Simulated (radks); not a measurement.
The numbers below are computed, except where a source is named.
All-electron atom: He II in 1s1.

Code: a radial shooting solver on a logarithmic mesh with Libxc functionals. Model: Dirac Kohn-Sham, PBE, spin-unpolarised, spherical densities, point nucleus.

Energy parts (Ry):
| part | energy |
|---|---|
| total | -3.80429 |
| kinetic | 3.77572 |
| electron-nucleus | -7.77002 |
| Hartree | 1.20238 |
| exchange-correlation | -1.01237 |

Orbitals (lengths in bohr, moments of r in powers of bohr):
orbital	occ.	eigenvalue (Ry)	<r^4>	small-component weight
1s1/2	1	-2.87600	1.801	5.03e-05

The highest occupied level is 1s1/2 at -39.130 eV. The density falls to 0.001 e/bohr^3 at r = 2.03 bohr. For comparison, the ionisation energy in NIST's Atomic Spectra Database is 54.418 eV (theoretical). In exact Kohn-Sham theory the highest level is minus the ionisation energy, but local and semilocal functionals leave it too shallow, through self-interaction and a potential that decays too fast; potentials with the right tail come closer.

Beside tabulated values, note that spin-unpolarised runs miss the spin-polarisation part of the exchange energy of open shells.
